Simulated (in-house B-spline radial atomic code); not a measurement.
## BP86 excitations of As IV (As3+)

Method: BP86. Computed with an all-electron radial atomic-structure program (B-spline basis): linear response of the closed shell [Ar] 3d10 4s2 with the functional's adiabatic kernel; non-relativistic, point nucleus, no spin-orbit coupling, no double excitations, S, P, D and F terms only; shells from n = 2 respond. Only terms of natural parity with L up to 3 were computed.

Without relativity these are model numbers for so heavy an element.

Command:
```bash
python run_td.py task.json out
```
Settings (radii: box in bohr, nucleus in fm):
```
Z                        33
electrons                30
configuration            [Ar] 3d10 4s2
hamiltonian              nr
method                   b88,p86
box_radius               23.08
intervals                55
```

Cost of the run: 1.3 s on 1 thread of Arm Neoverse N1, with other jobs on the host.

The lowest states, in the order of their Tamm-Dancoff energies; the method's threshold (minus the highest occupied level) is 43.98 eV. Labels give the largest channel, * marks a mixed state, and oscillator strengths are full-response dipole values. Semilocal kernels can invert the small singlet-triplet splittings of Rydberg terms. Energies in eV:

```tsv
state	full response	Tamm-Dancoff	oscillator strength
4s → 4p 3P	9.220	9.382	-
4s → 4p 1P	?	?	?
4s → 4d 3D	24.644	24.694	-
4s → 4d 1D	25.685	25.705	-
4s → 5s 3S	26.862	26.868	-
4s → 5s 1S	?	?	-
4s → 5p 3P	30.13	30.14	-
4s → 5p 1P	30.37	30.42	0.0222
4s → 4f 3F	34.26	34.28	-
4s → 4f 1F	34.27	34.28	-
```

Q: Where does 4s → 4p 1P lie?

A: At 13.598 eV in full response, 14.179 eV in Tamm-Dancoff, oscillator strength 1.6.

Q: Where does 4s → 5s 1S lie?

A: At 27.414 eV in full response, 27.441 eV in Tamm-Dancoff.

Q: How large is the singlet-triplet splitting of 4s → 4p (P terms) in Tamm-Dancoff?

A: 4.8 eV, from the unrounded values.

Q: What polarisabilities and dispersion coefficient does the method give?

A: Dipole 7.135 bohr³, quadrupole 15.75 bohr⁵, C6 22.58 hartree·bohr⁶ for two such species.
